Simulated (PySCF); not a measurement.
## Correlation energy of Sb (antimony, neutral)

[Kr] 4d10 5s2 5p2 5d1, one real determinant (an excited configuration). All numbers are calculated (PySCF 2.14, the spin-free X2C one-electron Hamiltonian (Gaussian nucleus), in aug-cc-pwCVTZ-DK3). Frozen: [Kr] 4d10; 5 electrons correlated.

MP2 pair energies summed by pair of shells (mhartree):

| pair | energy | share (%) |
| --- | --- | --- |
| 5s-5p | -28.64 | 47.0 |
| 5s-5s | -13.73 | 22.5 |
| 5s-5d | -8.59 | 14.1 |
| 5p-5d | -5.50 | 9.0 |
| 5p-5p | -4.43 | 7.3 |

Total MP2 correlation energy: -60.89 mhartree.

Same-spin part -14.98 and opposite-spin part -45.91 mhartree; SCS-MP2 scales them by 1/3 and 6/5 to -60.09 mhartree.

The reference is one real determinant that mixes LS terms of this configuration.
